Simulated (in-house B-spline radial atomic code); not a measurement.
How numerical settings move a run on P⁺, [Ne] 3s2 3p2. Computed with a B-spline radial code for spherical atoms: scalar-relativistic (X2C) revTPSS, spherical fractional occupations, Fermi nucleus of rms radius 3.1889 fm.

Command:
```bash
python run_scf.py task.json out
```
Settings of the sound reference run:
```
Z                15
electrons        14
configuration    [Ne] 3s2 3p2
hamiltonian      x2c
method           revtpss,revtpss
spin_polarised   False
nucleus          fermi
rms_radius       3.1889
mass_number      31
atomic_mass      30.97376
speed_of_light   137.036
knot_spacing     0.22
spline_order     8
gauss_points     12
box_radius       35.29
max_iterations   70
damping          0.5
damped_steps     3
diis_vectors     10
tolerance        1e-08
start            Thomas-Fermi
```

Time taken, with all properties: 0.23 s on 1 thread of Arm Neoverse V1, with other jobs on the host.

It converges in 7 iterations to -341.550842 hartree, with 3p at -14.2173 eV. The other runs change the listed settings, some to values that make no sense; their results aren't properties of the atom or ion. Radii are in bohr (the nuclear one in fm), a minus after a letter asks for a j subshell, and «unchanged» means within 1e-8 hartree. The run stops when the residual is below 10 × tolerance × max(1, Z/10), or a noise floor if that is larger, and the energy moves by less than 1e-8 × √|E| hartree; so very loose and very tight tolerances often act alike.

| changed settings | outcome |
| --- | --- |
| knot_spacing = 1.4 | converged in 7 iterations, energy +5.50e+00 hartree from the reference, 3p level -9.6e-01 eV (the program warns: 2s reaches the box edge; 2p reaches the box edge) |
| spline_order = 10, gauss_points = 6, max_iterations = 100 | converged in 7 iterations, energy +1.98e-06 hartree from the reference, 3p level +2.9e-04 eV |
| max_iterations = 5 | not converged after 5 iterations, last residual 2.8e-05, last energy +1.40e-08 hartree from the reference |
| max_iterations = 3 | not converged after 3 iterations, last residual 5.4e-04, last energy +1.39e-06 hartree from the reference |
| knot_spacing = 0.75 | converged in 8 iterations, energy +1.24e-01 hartree from the reference, 3p level -1.7e-02 eV |
| hamiltonian = dirac, method = hf, spin_polarised = True | stopped with error: spin polarisation is not served with the Dirac Hamiltonian |
| knot_spacing = 1 | converged in 8 iterations, energy +1.12e+00 hartree from the reference, 3p level -1.3e-01 eV (the program warns: 2s reaches the box edge) |
| electrons = 15, configuration = [Ne] 3s2 3p2 4s-1, max_iterations = 75 | stopped with error: j subshells need the Dirac Hamiltonian and l > 0 |
| knot_spacing = 0.4 | converged in 7 iterations, energy +3.50e-04 hartree from the reference, 3p level +1.7e-03 eV |
| knot_spacing = 2 | converged in 7 iterations, energy +6.04e+00 hartree from the reference, 3p level -4.4e-01 eV (the program warns: 1s reaches the box edge; 2s reaches the box edge) |
| max_iterations = 12 | converged in 7 iterations, energy unchanged |
| knot_spacing = 0.55 | converged in 8 iterations, energy +2.34e-03 hartree from the reference, 3p level -3.7e-03 eV |
| first_knot = 0.2, max_iterations = 12, damping = 0 | converged in 7 iterations, energy +2.37e-01 hartree from the reference, 3p level -4.5e-03 eV |
| knot_spacing = 0.15 | converged in 7 iterations, energy -1.38e-05 hartree from the reference, 3p level +4.4e-04 eV |
| knot_spacing = 1, max_iterations = 75, damping = 0 | converged in 7 iterations, energy +1.12e+00 hartree from the reference, 3p level -1.3e-01 eV (the program warns: 2s reaches the box edge) |

(1) What happens with tolerance = 1e-05?

(2) What happens with knot_spacing = 0.1?

(3) What happens with tolerance = 1e-06?

(4) What happens with max_iterations = 2?

## Answers

(1) Converged in 5 iterations, energy +1.40e-08 hartree from the reference, 3p level +6.3e-04 eV.

(2) Converged in 7 iterations, energy -1.65e-05 hartree from the reference, 3p level +4.2e-04 eV.

(3) Converged in 6 iterations, energy unchanged, 3p level -2.5e-04 eV.

(4) Not converged after 2 iterations, last residual 1.0e-03, last energy +1.67e-05 hartree from the reference.
